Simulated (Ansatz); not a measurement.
`O[CH2][SnH3]` + `NB[S][GeH3]` → `N[BH][SnH3]` + `OC[S][GeH3]`  (redistribution)

Program: Ansatz. Geometries: PBE0-D4/def2-TZVP. ΔE: electronic, gas phase. CCSD(T)/CBS is the MP2 limit (def2-TZVPP, def2-QZVPP) plus CCSD(T) − MP2 in def2-TZVPP, frozen cores. Elements past krypton have def2 core potentials. For Ge, Sn outer-core shells are correlated without core-valence functions, which leaves a few kJ/mol of doubt a bond. Scalar relativity is left out up to krypton. One conformer a species, not always the lowest.

| level | ΔE (kJ/mol) |
| --- | --- |
| HF/def2-QZVPP | 80.4 |
| MP2/CBS(def2) | 79.7 |

(1) What does CCSD(T)/CBS give? (An estimate is asked.)

Largest T1 diagnostic among the species: 0.014.

## Answers

(1) The calculation gave: +75.1 kJ/mol. The listed levels differ from it by 5.3, 4.6 kJ/mol.
